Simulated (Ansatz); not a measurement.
A nudged elastic band was laid between two geometries of Cl4FHW + F (8 atoms, charge 0, multiplicity 2).

These are results of UKS PBE/def2-SVP (Ansatz 0.2.0), not measurements.

* movable images: 5
* climbing image: yes
* spring: 5.0 eV/Å²
* optimiser: quadratic models (default)
* start path: through a guess of the saddle point
* force threshold: 0.03 eV/Å
* iteration limit: 60
* end points: relaxed

Initial state:

```xyz
8
Properties=species:S:1:pos:R:3
W 0.250 0.000 -0.080
F 0.797 0.000 1.809
Cl 2.569 0.000 -0.199
Cl -0.307 2.210 0.036
H -1.095 0.000 0.953
Cl -0.307 -2.210 0.036
Cl -0.339 0.000 -2.296
F -0.897 0.000 2.990
```

Final state:

```xyz
8
Properties=species:S:1:pos:R:3
W 0.530 -0.408 0.529
F 0.488 0.552 2.131
Cl 2.663 0.465 0.199
Cl -0.809 1.979 -0.088
H -1.862 1.270 0.279
Cl -1.710 -1.025 1.042
Cl 0.189 -0.717 -1.716
F 1.181 -2.116 0.873
```

Question: Which bonds break or form, and what moves?

Answer: Bonds broken: W1–H5. Bonds formed: W1–F8, Cl4–H5. Cl4FHW + F becomes Cl4F2HW.

Question: What energy profile does the band end with?

Answer: The run converged. The highest image is number 2 of 0 to 6, 13.3 kJ/mol above the first end and 426.1 kJ/mol above the last; the last end lies 412.8 kJ/mol below the first. Neighbouring images differ by up to 2.2 eV, so the band resolves the path poorly. A vibrational analysis at the climbing image gives one clearly imaginary mode, 53i cm⁻¹: a first-order saddle point.

```csv
image,path coordinate (Å),energy (kJ/mol),W1–H5 (Å),W1–F8 (Å),Cl4–H5 (Å)
0,0.00,0.0,1.70,3.28,2.52
1,1.11,6.4,1.70,3.44,2.47
2,2.22,13.3,1.71,3.57,2.51
3,3.45,5.9,1.71,3.29,2.45
4,4.69,-203.9,1.86,2.00,2.00
5,5.92,-359.4,2.62,1.87,1.32
6,7.16,-412.8,2.93,1.86,1.32
```

Question: What is the geometry of the highest image?

Answer: 
```xyz
8
Properties=species:S:1:pos:R:3
W 0.155 0.079 -0.059
F 0.195 0.458 1.827
Cl 2.470 0.351 0.135
Cl -0.228 2.307 -0.534
H -1.485 0.323 0.360
Cl -0.368 -2.071 0.458
Cl -0.126 -0.420 -2.269
F 0.057 -1.026 3.331
```

Time of the run: 12 min on 4 threads of Arm Neoverse V1, on a shared host, peak memory 0.46 GiB.
